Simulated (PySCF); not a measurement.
AlCl4, SMILES [Cl][Al-]([Cl])([Cl])[Cl], charge -1. The structure is a stationary point at B3LYP-D3(BJ)/def2-SVPD.

Task: Give the equilibrium geometry at B3LYP-D3(BJ)/def2-SVPD (PySCF confirms it by a frequency run) as bond lengths and angles, and its point group. (Estimate from the structure and the level; the computed values follow.)

Result: point group Td.
Atoms: Cl1 Al2 Cl3 Cl4 Cl5. Bonded distances (Å): Cl1–Al2 2.181, Al2–Cl3 2.181, Al2–Cl4 2.181, Al2–Cl5 2.181. Angles (°): Cl1–Al2–Cl3 109.5, Cl1–Al2–Cl4 109.5, Cl1–Al2–Cl5 109.5, Cl3–Al2–Cl4 109.5, Cl3–Al2–Cl5 109.5, Cl4–Al2–Cl5 109.5.
Charge -1, spin multiplicity 1.
